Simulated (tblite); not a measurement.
C6H5FNO (doublet state).
Cartesian coordinates in Å at the GFN2-xTB level; atoms count from 1:
```xyz
14
C6H5FNO angstrom
F      0.496    2.182    0.499
C      1.106    1.049    0.200
O      2.433    1.095    0.073
N      2.863   -0.150   -0.237
C      1.818   -0.924   -0.294
C      0.618   -0.212   -0.023
C     -0.761   -0.710    0.016
C     -1.728   -0.132    0.962
C     -1.927    0.169   -0.447
H      1.930   -1.964   -0.526
H     -0.835   -1.764   -0.225
H     -1.566    0.525    1.790
H     -1.742    1.175   -0.810
H     -2.706   -0.341   -0.999
```

All values are computed: GFN2-xTB (tblite) harmonic vibrations without scaling, gas phase. Against measured fundamentals such values can be off by several per cent, at times by over 20. One conformer, not necessarily the lowest. Open shells enter through the occupations alone, without spin polarisation, and single modes of such species can be off by tens of per cent.

Harmonic wavenumbers (cm⁻¹): 47.0, 133.6, 163.7, 270.4, 325.0, 411.1, 415.5, 617.8, 625.5, 641.0, 661.7, 695.7, 855.4, 862.7, 899.2, 913.1, 958.3, 989.9, 1020.7, 1035.1, 1048.1, 1066.9, 1128.4, 1184.3, 1231.7, 1253.1, 1341.9, 1411.8, 1449.4, 1488.4, 1634.6, 3006.9, 3030.8, 3053.6, 3156.4, 3188.9.

A = 3285, B = 1414, C = 1063 MHz; mass 126.036 u (most abundant isotopes); point group C1, symmetry number 1; spin multiplicity 2.

**Question.** What is the zero-point energy?

**Answer.** Half the sum of the wavenumbers: 21109 cm⁻¹ = 252.52 kJ/mol.

**Question.** Entropy at 350 K, 1 bar (ideal gas, RRHO, classical rotation)?

**Answer.** Translation 172.51, rotation 121.52, vibration 92.92, spin (R ln 2) 5.76: S = 392.7 J/(mol K).

**Question.** And Cp and H(350 K) − H(0)?

**Answer.** Cp = 144.98 J/(mol K), of which vibrations give 111.73 (their classical limit is 36 R = 299.3); H(350 K) − H(0) = 29.53 kJ/mol without the zero-point energy, 17.89 from vibrations.

**Question.** How do the functions run with temperature in this model?

**Answer.** 
```tsv
T (K)	S (J/(mol K))	Cp (J/(mol K))	H − H(0) (kJ/mol)	G − H(0) (kJ/mol)	ln q(vib)
100	278.4	59.1	4.52	-23.32	1.00
200	328.4	89.9	11.91	-53.78	2.52
300	371.8	126.8	22.73	-88.81	4.16
500	452.5	190.4	54.87	-171.38	7.74
800	555.1	244.4	121.01	-323.09	13.21
1000	612.0	265.3	172.11	-439.94	16.66
```

q(vib) and H(0) count from the zero-point level.

**Question.** Which modes carry the vibrational entropy at 350 K?

**Answer.** 47.0 cm⁻¹: 22.00; 133.6 cm⁻¹: 13.40; 163.7 cm⁻¹: 11.76; 270.4 cm⁻¹: 7.85; 325.0 cm⁻¹: 6.50; 411.1 cm⁻¹: 4.88 J/(mol K); the other 30 give 26.54 together.

Hindered rotation and anharmonicity are outside this model. Other conformers, if any are populated, would add a mixing term that is left out. The structure is chiral; the term R ln 2 for an equal mix with its mirror image is left out.
